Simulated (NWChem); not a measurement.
System: InH₃; SMILES [InH3]

Program: NWChem. Structure relaxed at the PBE-D3(BJ)/def2-SVP level. def2 effective core potentials on In; no spin-orbit coupling. Vertical excitations in the gas phase; the lowest state need not have the same character in each row.

| level | lowest excitation, singlet (eV) | oscillator strength of that lowest state | lowest state with f > 0.02, singlet (eV) | oscillator strength of that bright state | lowest triplet (eV) | orbital gap (eV) |
|---|---|---|---|---|---|---|
| PBE/def2-SVPD, TDA | ___ | 0.000 | ___ | ___ | ___ | ___ |
| B3LYP/def2-SVPD, TDA | 4.70 | 0.000 | 7.15 | 0.227 | 4.30 | 5.77 |
| BHandHLYP/def2-SVPD, TDA | 5.11 | 0.000 | 7.69 | 0.291 | 4.65 | 8.00 |
| CAM-B3LYP/def2-SVPD, TDA | 4.88 | 0.000 | 7.48 | 0.273 | 4.43 | 8.42 |

Q: Fill in the missing entries.

A: 
- PBE/def2-SVPD, TDA, lowest excitation, singlet (eV): 4.48
- PBE/def2-SVPD, TDA, lowest state with f > 0.02, singlet (eV): 6.81
- PBE/def2-SVPD, TDA, oscillator strength of that bright state: 0.182
- PBE/def2-SVPD, TDA, lowest triplet (eV): 4.08
- PBE/def2-SVPD, TDA, orbital gap (eV): 4.32
